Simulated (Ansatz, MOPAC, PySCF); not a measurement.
System: SnH₃, charge 0, multiplicity 2. SMILES: [SnH3]
Geometry: optimised at B3LYP-D3(BJ)/def2-TZVP (Ansatz, a program for electronic structure).

Unscaled harmonic wavenumbers (cm⁻¹) in rising order, each level at the stationary point that it reaches from this structure (no distance between atoms moves by over 0.3 Å); the order of modes can differ between levels, and a negative number is imaginary. B3LYP-D3(BJ)/def2-TZVP (PySCF, at the structure above): 648, 696, 696, 1825, 1870, 1870.

PM3 (MOPAC): 558, 650, 650, 2235, 2236, 2236. Zero-point energy 12.2 against 10.9 kcal/mol; where all levels lie over 400 cm⁻¹, the wavenumbers are on average 1.058 times those of B3LYP-D3(BJ)/def2-TZVP.

PM6 (MOPAC): 584, 743, 743, 2398, 2414, 2414. Zero-point energy 13.3 against 10.9 kcal/mol; where all levels lie over 400 cm⁻¹, the wavenumbers are on average 1.156 times those of B3LYP-D3(BJ)/def2-TZVP.

HF/6-31G* with LANL2DZ past Ar (Ansatz): 712, 785, 785, 1943, 1943, 1944. Zero-point energy 11.6 against 10.9 kcal/mol; where all levels lie over 400 cm⁻¹, the wavenumbers are on average 1.083 times those of B3LYP-D3(BJ)/def2-TZVP.
